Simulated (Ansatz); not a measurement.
A structure drawn as `[SiH3]C1(Cl)C=C1`, with this starting geometry:

```xyz
10

Si   -1.185   -0.125    0.755
C     0.335    0.494   -0.033
Cl    0.753    2.120    0.350
C     0.797    0.028   -1.313
C     1.416   -0.409   -0.290
H    -1.456   -1.608    0.324
H    -1.100   -0.164    2.226
H    -2.365    0.602    0.350
H     0.575    0.034   -2.420
H     2.231   -0.972    0.049
```

Charge 0, multiplicity 1.

(1) Relax it with Ansatz at PBE-D4/def2-SVP and then PBE0-D4/def2-TZVP. Is the drawn bonding still there?

(2) Give the relaxed structure. (An estimate is asked.)

Atoms count as bonded under 1.1 times the sum of their covalent radii (H–H under 0.85 Å, pairs among N, O and F under 1.55 Å), and a drawn bond as lost past 1.3 times.

## Answers

(1) Yes, every drawn bond is still there and no new one forms.

(2) The calculation gave: 
Z-matrix (Å, degrees):
```
Si
C 1 1.873
H 1 1.484 2 109.9
H 1 1.489 2 108.0 3 119.6
H 1 1.484 2 109.9 3 -120.9
Cl 2 1.835 1 107.8 3 60.4
C 2 1.474 1 127.2 3 -86.3
C 2 1.474 1 127.1 3 -153.0
H 7 1.077 2 144.7 1 71.9
H 8 1.077 2 144.7 1 -71.9
```
No frequency check was run.
